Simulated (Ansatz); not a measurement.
Computed with Ansatz on PBE0-D4/def2-TZVP structures; ΔE is electronic, products minus reactants. CCSD(T)/CBS adds triple-zeta CCSD(T) − MP2 to the extrapolated MP2 energy (def2 sets, frozen cores). This one scheme is used for every species. DFT in def2-TZVPP. B3LYP here is the variant with VWN-RPA as its local correlation; programs differ in this. For Br, Zn outer-core shells are correlated without core-valence functions, which leaves a few kJ/mol of doubt a bond. Scalar relativity is left out up to krypton. Each species was taken in one conformer, which may not be the lowest.

Reaction (ligand exchange at a Zn–F bond): `[F][Zn][Br]` + dimethylamine → `C[N](C)[Zn][Br]` + H–F

```json
{"level": "CAM-B3LYP-D4", "ΔE (kcal/mol)": "15.5", "difference from CCSD(T)/CBS": "1.2"}
{"level": "ωB97M-V", "ΔE (kcal/mol)": "15.0", "difference from CCSD(T)/CBS": "0.7"}
{"level": "PBE", "ΔE (kcal/mol)": "14.8", "difference from CCSD(T)/CBS": "0.5"}
{"level": "r2SCAN", "ΔE (kcal/mol)": "15.2", "difference from CCSD(T)/CBS": "0.9"}
{"level": "B3LYP", "ΔE (kcal/mol)": "16.9", "difference from CCSD(T)/CBS": "2.6"}
{"level": "r2SCANh", "ΔE (kcal/mol)": "15.2", "difference from CCSD(T)/CBS": "0.9"}
{"level": "r2SCAN0", "ΔE (kcal/mol)": "15.2", "difference from CCSD(T)/CBS": "0.9"}
{"level": "CAM-B3LYP", "ΔE (kcal/mol)": "16.8", "difference from CCSD(T)/CBS": "2.5"}
{"level": "HF/def2-TZVPP", "ΔE (kcal/mol)": "21.3", "difference from CCSD(T)/CBS": "7.0"}
{"level": "MP2/def2-QZVPP", "ΔE (kcal/mol)": "12.3", "difference from CCSD(T)/CBS": "-2.0"}
{"level": "CCSD(T)/CBS", "ΔE (kcal/mol)": "14.3", "difference from CCSD(T)/CBS": "0"}
```

(1) What do rigid-rotor, harmonic-oscillator terms from PBE0-D4/def2-TZVP frequencies (298.15 K, 1 bar) make of the CCSD(T)/CBS value? (Best estimate.)

Largest T1 diagnostic among the species: 0.014.

Answers

(1) Computed: ΔZPE = -2.4 kcal/mol, ΔH = +12.9 kcal/mol, ΔS = -1 J/(mol·K), ΔG = +13.0 kcal/mol.

The D4 term adds −2.1 kcal/mol with B3LYP and −1.2 kcal/mol with PBE0; it sums over pairs of atoms, weighted by their polarisabilities, and B3LYP, whose exchange is more repulsive, gets the larger term. Leaving LDA and LC-ωPBE aside and taking each functional with its dispersion term where it has one, the values, not all of them listed here, spread over 3.6 kcal/mol, from PBE-D4 to B97M-V. LDA lies −4.3 kcal/mol from PBE without D4. At CCSD(T), def2-SVP lies +1.1 kcal/mol from the extrapolated value and def2-TZVPP −1.6 kcal/mol.
